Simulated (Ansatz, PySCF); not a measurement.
The pair A = HI (SMILES I) (first 2 atoms), B = Si2H6 (SMILES [SiH3][SiH3]); geometry from B3LYP-D3(BJ)/def2-TZVP.
(charge 0, multiplicity 1):
```
atom    x (Å)    y (Å)    z (Å)
----  -------  -------  -------
I     -0.6121  -0.3548  -0.5704
H      0.3242  -0.2524   0.7434
Si    -0.4044   0.0234   3.7397
Si     0.0900   0.2066   6.0238
H     -1.2236  -1.1819   3.4706
H      0.8545  -0.0902   2.9573
H     -1.1374   1.2189   3.2600
H     -1.1627   0.3253   6.8085
H      0.9245   1.4070   6.2716
H      0.8303  -0.9931   6.4842
```

Frozen-core correlation. Filled d and f shells under p-block atoms count as core. CBS(a, b) extrapolates the correlation energy as X⁻³ and adds the Hartree–Fock energy of set b. MP2 and its Hartree–Fock in def2-TZVPPD are density fitted.

Run with Ansatz (Gaussian basis) for Hartree–Fock, density functionals and correlated methods; PySCF for the dispersion terms. Values without a source in brackets are computed. In def2 rows elements past Kr take small-core potentials, without spin–orbit coupling.

The monomers are drawn apart, rigid, along the line of their centres of mass. Counterpoise-corrected interaction energies (kcal/mol):

```json
[
 {"level": "PBE/def2-TZVPPD", "R = 6.718 Å": "-0.1935", "R = 7.956 Å": "-0.0331"},
 {"level": "PBE-D3(BJ)/def2-TZVPPD", "R = 6.718 Å": "-0.5180", "R = 7.956 Å": "-0.1271"},
 {"level": "wB97M-V/def2-TZVPPD", "R = 6.718 Å": "-0.3443", "R = 7.956 Å": "-0.0992"},
 {"level": "MP2/CBS(def2-SVPD, def2-TZVPPD) + ΔCCSD(T)/def2-SVPD", "R = 6.718 Å": "-0.3765", "R = 7.956 Å": "-0.1068"}
]
```

Question: R is the distance of the centres of mass. Find the local exponent m of E ∝ R⁻ᵐ between the two points.

Answer: 
m = ln(E₁/E₂)/ln(R₂/R₁): PBE/def2-TZVPPD 10.4; PBE-D3(BJ)/def2-TZVPPD 8.3; wB97M-V/def2-TZVPPD 7.4; MP2/CBS(def2-SVPD, def2-TZVPPD) + ΔCCSD(T)/def2-SVPD 7.4. For scale, two fixed dipoles give m = 3, dipole and quadrupole 4, quadrupoles 5, and dispersion or dipole-induced dipole 6 at long range; at these distances several terms mix, and what is left of overlap and damping shifts m, so it need not match one of them.

Ansatz is a program for electronic structure.
